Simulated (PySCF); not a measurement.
**Gas-phase thermal properties of WF4NH**

Computed with PySCF (xtb for GFN2) and rigid-rotor harmonic-oscillator thermochemistry at 1 bar. All species are closed-shell singlets. W: scalar-relativistic def2 core potential, no spin-orbit coupling. WF4NH: computed as isolated molecules; such fragments, hydroxides, amides, oligomers or adducts are transient or little studied in the gas. The harmonic model lacks anharmonicity and excited electronic states, which grow with temperature; levels with a mode under 35 cm⁻¹ are left out. Soft modes under 120 cm⁻¹ make the harmonic entropy rough for WF4NH.

```csv
level,point group,σ,ZPE (kJ/mol),S°298 (J/mol/K),Cp298 (J/mol/K),S°1000 (J/mol/K),H1000 − H298 (kJ/mol)
GFN2-xTB,C4v,4,51.4,365.9,120.9,532.0,98.1
PBE/def2-SVP,C4v,4,59.6,350.5,112.1,510.8,95.2
PBE0/def2-TZVP,C4v,4,61.3,347.5,110.9,507.0,94.8
```
σ: rotational symmetry number. Electronic degeneracy used: 1. Frequencies are unscaled.
